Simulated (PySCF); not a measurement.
HgBi⁺: from constants to spectrum

M06-L constants of HgBi⁺, ³Σ⁻ (triplet), unpaired electrons π ↑↑ (PySCF, scalar-relativistic core potentials, basis sets Hg def2-SVP with ECP60, Bi def2-SVP with ECP60; masses 201.9706 and 208.9804 u):

- ωe: 103.6 cm⁻¹
- ωexe: 0.265 cm⁻¹
- Be: 0.019343 cm⁻¹
- αe: 6.31e-05 cm⁻¹

Problem. What force constant and bond length do these constants imply?

Solution. Reduced mass μred = 102.71 u; k = 5.8918×10⁻⁷·μred·ωe² (u, cm⁻¹, mdyn/Å) = 0.649 mdyn/Å; Re = √(16.8576/(μred·Be)) (u, cm⁻¹, Å) = 2.913 Å.

Problem. Estimate the centrifugal constant D from the Kratzer relation and find the Dunham coefficient a1.

Solution. D = 4Be³/ωe² = 2.7e-09 cm⁻¹; a1 = −1 − αeωe/(6Be²) = -3.91.

These are scalar-relativistic numbers at best; spin–orbit coupling would shift them, the dissociation energy most. The state is the lowest determinant that a PBE0 search found; another state may lie lower at other levels.
